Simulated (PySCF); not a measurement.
Computed IR spectrum (relative IR intensity) of a molecule C3H4ClF. Geometry: PBE0-D3(BJ)/def2-SVP. One conformer was computed; it need not be the lowest. These are PBE0-D3(BJ)/def2-SVP run with PySCF values and carry that method's errors. Frequencies are harmonic and unscaled.

Lines under 2 % of the strongest are left out, and lines within 2 cm⁻¹ are merged.

ν (cm⁻¹): 244 (w), 435 (w), 480 (vw), 777 (w), 857 (w), 993 (w), 1132 (vs), 1209 (vs), 1404 (w), 1446 (w), 1781 (m), 3061 (w), 3147 (vw), 3247 (vw) (against the strongest line: vs over 80 %, s over 45 %, m over 15 %, w over 4 %, vw less)

**Question.** Which structure fits?
A. C/C(F)=C\Cl
B. C/C(Cl)=C\F
C. F[C@@H]1C[C@H]1Cl
D. FC1(Cl)CC1

**Answer.** B, C/C(Cl)=C\F
